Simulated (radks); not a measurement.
Valence configurations of neutral antimony (all share [Kr]). All-electron calculation, Dirac Kohn-Sham, PBE, spin-unpolarised, spherical densities, point nucleus; open shells fill j = l - 1/2 first. Program: a radial shooting solver on a logarithmic mesh with Libxc functionals. Energies are relative to 4d10 5s2 5p3; eigenvalues in eV.

valence          E (eV)  e(4d3/2)  e(4d5/2)  e(5p1/2)  e(5p3/2)  e(5s1/2)
4d10 5s2 5p3      0.000   -33.961   -32.719    -5.116    -4.516   -12.652
4d10 5p5         16.754   -36.859   -35.607    -6.373    -5.693         -
4d9 5s2 5p4      30.666   -40.022   -38.719    -6.323    -5.588   -14.582
4d9 5s1 5p5      39.767   -41.401   -40.094    -6.925    -6.152   -15.357
4d8 5s2 5p5      66.266   -46.062   -44.698    -7.494    -6.627   -16.419
4d8.5 5s2 5p4.5  47.849   -43.044   -41.710    -6.912    -6.111   -15.510
4d8 5s1 5p6      76.152   -47.357   -45.988    -8.058    -7.156   -17.134
4d7 5s2 5p6      106.81   -52.095   -50.670    -8.643    -7.645   -18.187
4d9.5 5s2 5p3.5  14.717   -36.996   -35.723    -5.725    -5.057   -13.630
4d9.5 5s1 5p4.5  23.406   -38.426   -37.148    -6.350    -5.643   -14.443

NIST lists [Kr] 4d10 5s2 5p3 as the ground configuration; this level of theory agrees among the configurations tried. The energies are those of spherical spin-averaged densities, not of single terms.
